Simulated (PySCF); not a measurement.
# Palladium: a sound run and one with changed settings

Sound run: Pd [Kr] 4d10, Pd⁺ [Kr] 4d9. All numbers are calculated (PySCF 2.14, a scalar-relativistic core potential, in cc-pVTZ-PP with ECP28MDF (5s5p4d2f1g, 63 functions)). In the sound run the correlated levels freeze 4s2 4p6 outside the core potential. The sound run starts from symmetry-adapted Hartree-Fock orbitals and uses a fine grid where one is needed.

Changed run: initial guess 1e, at most 50 SCF cycles, level shift 0.1 hartree.

| species | method | sound run (hartree) | changed run (hartree) | converged |
| --- | --- | --- | --- | --- |
| Pd | UHF | -126.60901 | -126.60901 | yes |
| Pd | LDA | -127.21218 | -127.21218 | yes |
| Pd | M06-L | -127.52439 | -127.52439 | yes |
| Pd | MP2 | -126.97723 | -126.95957 | yes |
| Pd⁺ | UHF | -126.37965 | -126.37949 | yes |
| Pd⁺ | LDA | -126.87276 | -126.87308 | yes |
| Pd⁺ | M06-L | -127.21732 | -127.21719 | yes |
| Pd⁺ | MP2 | -126.66601 | -126.65434 | yes |

Ionisation energy of Pd:

```json
{"method": "UHF", "sound run (eV)": "6.241", "changed run (eV)": "6.246"}
{"method": "LDA", "sound run (eV)": "9.236", "changed run (eV)": "9.227"}
{"method": "M06-L", "sound run (eV)": "8.356", "changed run (eV)": "8.359"}
{"method": "MP2", "sound run (eV)": "8.469", "changed run (eV)": "8.306"}
{"method": "SCS-MP2", "sound run (eV)": "8.241", "changed run (eV)": "8.093"}
```

Where the changed run lies lower, it found another determinant of the same configuration, with other orbitals of the open shell filled.

For comparison, NIST gives 8.337 eV between the lowest levels.
